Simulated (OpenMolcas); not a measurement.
**As2+: the spin-orbit constant, worked from levels**

* Program: OpenMolcas 26.06
* Basis: ANO-RCC-VTZP [6s5p3d1f]
* Scalar Hamiltonian: DKH2, point nucleus
* Active space: 3 electrons in 8 orbitals (4s 4p 5s 5p)
* State averaging: 2S+1 = 4 odd, 1 root; 2S+1 = 2 odd, 11 roots; 2S+1 = 4 even, 3 roots; 2S+1 = 2 even, 9 roots
* Spin-orbit coupling: RASSI with atomic mean-field integrals over the reference wave functions, term energies averaged over their components

Methods: CASSCF; MS-CASPT2, IPEA 0.25 Eh, imaginary shift 0.1 Eh (closed shells correlated: 3d). Measured levels: Moore, Atomic Energy Levels, vol. II, NSRDS-NBS 35 (1971 reprint of NBS Circular 467, 1952).

**The spin-orbit constant.** For the Hund term ²P° of p1, E(J) = (A/2) J(J+1) + constant and ζ = 2S·A = A. From J = 1/2 to J = 3/2 the energy changes by 1.5 A.

```tsv
Source	E(3/2) - E(1/2)	A	ζ
CASSCF	2625.8	1750.5	1751
MS-CASPT2	2651.9	1767.9	1768
measured	2940.0	1960.0	1960
```

All in cm-1. MS-CASPT2 is off by -9.8 % and CASSCF by -10.7 %. Both methods take the spin-orbit matrix elements from the reference wave functions, so the second can move ζ only through the term energies and any multistate remixing.

Over all roots computed the reference weight is 0.88 to 0.99 in MS-CASPT2; the roots of lowest weight are the least certain, and an intruder state may touch them. The run also gave levels led by 4s² 5p, which use shells meant for correlation; these and all levels above them are left out. Measured partners are found by configuration, term and J. A level has none where our copy of the source lacks it or the pairing is in doubt (some pairs that miss far off the trend of their configuration count as doubtful), and it then counts in no deviation. Levels of configurations outside the active space are missing.

° marks odd parity.
